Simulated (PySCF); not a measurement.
Molecule: SMILES c1c(C#N)cco1, C₅H₃NO.

Bonds (- single, = double, # triple, : aromatic): N1#C2 1.159 Å, C2-C3 1.420 Å, C3:C4 1.438 Å, C4:C5 1.359 Å, C5:O6 1.352 Å, O6:C7 1.336 Å, C7:C3 1.372 Å. C4 carries H8; C5 carries H9; C7 carries H10.

Geometry PBE0-D3(BJ)/def2-SVP throughout; GIAO in PySCF 2.14.0 with density-fitted response routines, gas phase, one conformer, non-relativistic; equivalent atoms averaged; functional PBE0.

For orientation, aug-cc-pVDZ gives these absolute shieldings σ: N1 -23.7, C7 48.9, C5 55.7, C4 83.1, C3 94.8, O6 50.6, H10 23.40, H9 23.81, H8 24.60 ppm.

A run gave: N1 -49.2, C7 34.1, C5 41.4, C4 69.5, C3 82.5, O6 27.6, H10 23.58, H9 24.03, H8 24.74 ppm (absolute shieldings σ).

Problem. Which basis set was used in that run?
A. 6-311+G(2d,p)
B. pcSseg-1
C. cc-pVDZ
D. 6-31G

Solution. A. C4 tells them apart best: 6-311+G(2d,p) gives 69.5, 6-31G gives 87.2, pcSseg-1 gives 65.2, cc-pVDZ gives 83.7 ppm.
